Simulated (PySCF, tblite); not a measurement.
Problem. Write Cartesian coordinates for `N([SiH3])CC[NH]` [radical] as optimised with GFN2-xTB. (Doublet state.)

Solution. 
```
atom  x, y, z in Å
N1     1.957   -1.191    0.362
C2     1.480    0.106    0.394
C3     0.416    0.391   -0.756
N4    -0.781   -0.343   -0.590
Si5   -2.075    0.134    0.454
H6     2.624   -1.321   -0.398
H7     2.251    0.881    0.240
H8     0.964    0.276    1.345
H9     0.188    1.458   -0.729
H10    0.893    0.141   -1.709
H11   -0.627   -1.334   -0.713
H12   -1.773    0.096    1.889
H13   -2.378    1.513    0.064
H14   -3.139   -0.809    0.124
```

Orientation and origin are arbitrary. Atoms count from 1 in this order. Si5 (silicon bonded to N and 3 H) is distorted tetrahedral (angles from 103.3° to 115.4°). The 2 C–N bonds span 1.383 Å (N1–C2, drawn single) to 1.414 Å (C3–N4, drawn single), a spread of 0.031 Å. N4 (nitrogen bonded to C, Si and H) has angles 124.1°, 117.2° and 111.5°, sum 352.9°, 0.21 Å off the plane of its three neighbours. Of the pairs four or more bonds apart, Si5···H8 is among the closest relative to their van der Waals radii: 3.17 Å, 96 % of the sum of Bondi's values.

Bonds between heavy atoms (Å): N1–C2 1.383, C2–C3 1.592, C3–N4 1.414, N4–Si5 1.730.

Structure optimised with GFN2-xTB, isolated species. This method treats the open shell by occupation alone, without spin polarisation.

Point group: C1 (no symmetry element, even within 0.4 Å). Its GFN2-xTB frequencies are all real (lowest 64 cm⁻¹). Torsions: H–N1–C2–C3 75°, N1–C2–C3–N4 66°, C2–C3–N4–Si5 82°. 3 starts were optimised and ended at 0.00, 0.33 and 0.70 kcal/mol (GFN2-xTB); the lowest of these is shown.

One conformer stands for the species.

All values are computed, not measured.
